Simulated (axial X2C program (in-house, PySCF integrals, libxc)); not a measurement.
Spectroscopic constants of Sb₂

Calculated with an in-house relativistic program for diatomic molecules. Spin-free means the one-electron spin-free X2C Hamiltonian; two-component (2c) means X2C with spin–orbit coupling and atomic mean-field two-electron Coulomb and Gaunt terms, so the difference of the two also holds small scalar two-electron terms. Basis: Sb dyall-cv3z [11s12p8d4f1g] (cores contracted in-house); Gaussian nuclei, density fitting, unrestricted open shells. Masses: Sb 120.904 u.

Input file and command:
```json
{
 "zs": [
  51,
  51
 ],
 "q": 0,
 "bas": [
  "dyall-cv3z",
  "dyall-cv3z"
 ],
 "levels": [
  "PBE0",
  "HF",
  "TPSS"
 ],
 "cc": true,
 "r0": 2.8,
 "thr": -1.0,
 "nmax": 90,
 "npts": 10,
 "nst": 2,
 "ntry": 6
}
```
```bash
python so2c.py task.json out
```

Keys: zs atomic numbers; q charge; bas basis sets; levels methods; cc coupled cluster on or off; r0 starting distance in Å; thr threshold in hartree for freezing inner shells (an s shell follows its p shell); nmax most natural virtual spinors; npts points on the curve; nst determinants followed; ntry starts of the search. HF also brings MP2.

State, spin-free: M_S = 0, Λ = 0 (closed shell); electrons by block: σα: 21, σβ: 21, π+α: 11, π+β: 11, π-α: 11, π-β: 11, δ+α: 4, δ+β: 4, δ-α: 4, δ-β: 4. Fragments: Sb + Sb.

State, 2c: Ω = 0 (closed shell); electrons by block: 1/2: 32, -1/2: 32, 3/2: 15, -3/2: 15, 5/2: 4, -5/2: 4. Fragments: Sb + Sb.

```json
{"Hamiltonian": "spin-free", "level": "PBE0", "Re (Å)": "2.466", "ωe (cm⁻¹)": "298.3", "ωexe (cm⁻¹)": "0.403", "Be (cm⁻¹)": "0.04587", "αe (cm⁻¹)": "8.72e-05", "De (eV)": "2.72", "k (mdyn/Å)": "3.17"}
{"Hamiltonian": "spin-free", "level": "HF", "Re (Å)": "2.434", "ωe (cm⁻¹)": "327.7", "ωexe (cm⁻¹)": "0.36", "Be (cm⁻¹)": "0.04706", "αe (cm⁻¹)": "7.62e-05", "De (eV)": "-0.334", "k (mdyn/Å)": "3.82"}
{"Hamiltonian": "spin-free", "level": "MP2", "Re (Å)": "2.553", "ωe (cm⁻¹)": "241.7", "ωexe (cm⁻¹)": "0.75", "Be (cm⁻¹)": "0.04278", "αe (cm⁻¹)": "0.000133", "De (eV)": "2.62", "k (mdyn/Å)": "2.08"}
{"Hamiltonian": "spin-free", "level": "CCSD", "Re (Å)": "2.502", "ωe (cm⁻¹)": "283.1", "ωexe (cm⁻¹)": "0.445", "Be (cm⁻¹)": "0.04456", "αe (cm⁻¹)": "9.22e-05", "De (eV)": "2.19", "k (mdyn/Å)": "2.85"}
{"Hamiltonian": "spin-free", "level": "CCSD(T)", "Re (Å)": "2.527", "ωe (cm⁻¹)": "266.6", "ωexe (cm⁻¹)": "0.516", "Be (cm⁻¹)": "0.04368", "αe (cm⁻¹)": "0.000102", "De (eV)": "2.55", "k (mdyn/Å)": "2.53"}
{"Hamiltonian": "spin-free", "level": "TPSS", "Re (Å)": "2.491", "ωe (cm⁻¹)": "282.2", "ωexe (cm⁻¹)": "0.426", "Be (cm⁻¹)": "0.04494", "αe (cm⁻¹)": "9.27e-05", "De (eV)": "3.09", "k (mdyn/Å)": "2.84"}
{"Hamiltonian": "2c", "level": "PBE0", "Re (Å)": "2.471", "ωe (cm⁻¹)": "294.5", "ωexe (cm⁻¹)": "0.423", "Be (cm⁻¹)": "0.04569", "αe (cm⁻¹)": "8.97e-05", "De (eV)": "2.67", "k (mdyn/Å)": "3.09"}
{"Hamiltonian": "2c", "level": "TPSS", "Re (Å)": "2.495", "ωe (cm⁻¹)": "279.5", "ωexe (cm⁻¹)": "0.437", "Be (cm⁻¹)": "0.0448", "αe (cm⁻¹)": "9.43e-05", "De (eV)": "3.04", "k (mdyn/Å)": "2.78"}
```

Correlated methods: 10 electrons correlated (number of frozen shells: Sb 4 s, 3 p, 2 d), 318 virtual spin orbitals or spinors in MP2, 88 natural virtuals in coupled cluster.

The state is a single determinant with fixed occupations, the lowest that a limited PBE0 search found. The closed shell is kept restricted, so the energy runs too high when the bond is stretched far. Dissociation energies refer to the lowest single-determinant-based atoms at the same level and basis. CCSD and (T) use frozen natural virtuals with an MP2 correction for the truncation; (T) itself is uncorrected, so its De runs slightly low. With the outer-core shells frozen, correlated bond lengths of heavy atoms tend to come out a few hundredths of an ångström too long.

No reliable constants came from CCSD (2c), CCSD(T) (2c), HF (2c), MP2 (2c): no minimum in range, unconverged points, a curve that is not smooth, a change of character along it, or the two Hamiltonians disagreeing along it.

Rough cost a point (2c) on 1 thread(s) of a shared host, integrals apart: PBE0 1.6 s, TPSS 1.4 s.

The whole task took 4 min on 1 thread of Arm Neoverse V1, with other jobs on the host.
